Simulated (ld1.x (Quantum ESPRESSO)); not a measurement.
# Configuration tests for N (ultrasoft)

ld1.x (Quantum ESPRESSO) 7.5 input, shortened:

```
&input
   title='N', zed=7., rel=1, dft='PZ', iswitch=3,
   config='[He] 2s2 2p3'
 /
 &inputp
   pseudotype=3, tm=.true., lloc=-2, rcloc=0.55,
   nlcc=.true., rcore=0.86
 /
4
2S  1  0   2.00   0.00  0.55  0.70  0.0
2S  1  0   0.00  -0.35  0.55  0.70  0.0
2P  2  1   3.00   0.00  1.25  1.40  0.0
2P  2  1   0.00   0.75  1.25  1.40  0.0
 &test
   configts(1)='2s2 2p3'
 /
```

Energies are relative to the spin-unpolarised reference configuration 2s2 2p3; without spin polarisation the order of configurations can differ from experiment. Not all tests gave a result: test run stopped at test 8 of 9 (negative rho).

```tsv
valence configuration	charge	ΔE all-electron (eV)	error AE − PS (meV)
2s2 2p2	+1	13.732	+9.8
2s2 2p0	+3	89.866	+444
2s1 2p4	0	11.204	+34
2s1 2p0	+4	167.340	+794
2s1 2p3	+1	25.184	+18
```

What are ΔE and the potential's error for 2s0 2p5?

ΔE = 22.452 eV all-electron; the error (AE − PS) is +157 meV.

What are ΔE and the potential's error for 2s2 2p1?

ΔE = 42.702 eV all-electron; the error (AE − PS) is +94 meV.

Note: ghost state, extra bound levels that the all-electron valence spectrum of the same l lacks: s at -89.8 eV. A true bound ghost makes a file unfit for plane-wave use.
